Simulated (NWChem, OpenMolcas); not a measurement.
## How basis sets differ on AlCNClOF (SMILES O=C=[N][Al]([F])[Cl])

AlCNClOF: 6 atoms, total charge 0, spin state singlet. SMILES: `O=C=[N][Al]([F])[Cl]`. The shape is that of a PBE0-D4/def2-TZVP optimisation. This is one conformer, not always the lowest.

Quantity: the HOMO–LUMO gap, in eV. The values are calculated.

| level | kind | program | value (eV) | CPU time |
| --- | --- | --- | --- | --- |
| HF/ANO-R0 (sfX2C) | Hartree–Fock | OpenMolcas | 13.02 | 5.6 s |
| HF/ANO-S-MB | Hartree–Fock | OpenMolcas | 13.90 | 1.7 s |
| HF/STO-3G | Hartree–Fock | NWChem | 15.89 | 4.5 s |
| HF/3-21G | Hartree–Fock | NWChem | 14.16 | 5 s |
| HF/cc-pVDZ | Hartree–Fock | OpenMolcas | 14.44 | 14 s |

The values span 13.02 to 15.89 eV. A Hartree–Fock LUMO above zero doesn't converge with the basis: it sinks as sets grow more diffuse. Orbital gaps aren't excitation energies. CPU times are rough (shared hosts, several kinds of processor and program).
